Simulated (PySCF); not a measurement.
## Gallium: a sound run and one with changed settings

Sound run: Ga [Ar] 3d10 4s2 4p1, Ga⁺ [Ar] 3d10 4s2. Computed with PySCF 2.14 in cc-pVTZ-PP with ECP10MDF (5s4p3d1f, 39 functions), with a scalar-relativistic core potential. The sound run starts from symmetry-adapted Hartree-Fock orbitals and uses a fine grid where one is needed.

A second run was set up differently.

```
species  method  sound run (hartree)  changed run (hartree)  converged
     Ga     UHF           -258.30203             -258.30203        yes
     Ga   B3LYP           -259.50352             -260.07232        yes
     Ga    BP86           -259.58761             -260.31244        yes
    Ga⁺     UHF           -258.09872             -258.09872        yes
    Ga⁺   B3LYP           -259.28457             -259.84590        yes
    Ga⁺    BP86           -259.36572             -260.07947        yes
```

Ionisation energy of Ga:

```json
{"method": "UHF", "sound run (eV)": "5.532", "changed run (eV)": "5.532"}
{"method": "B3LYP", "sound run (eV)": "5.958", "changed run (eV)": "6.161"}
{"method": "BP86", "sound run (eV)": "6.038", "changed run (eV)": "6.339"}
```

(1) What was changed?
A. basis contracted for another Hamiltonian
B. minimal basis
C. all electrons correlated in a valence basis
D. radial grid too coarse

Results:

(1) D. It used radial step 0.8 in ln r (0.13 in the sound run). A coarse radial grid mis-integrates the density and the exchange-correlation energy, with errors of either sign; Hartree-Fock needs no grid.
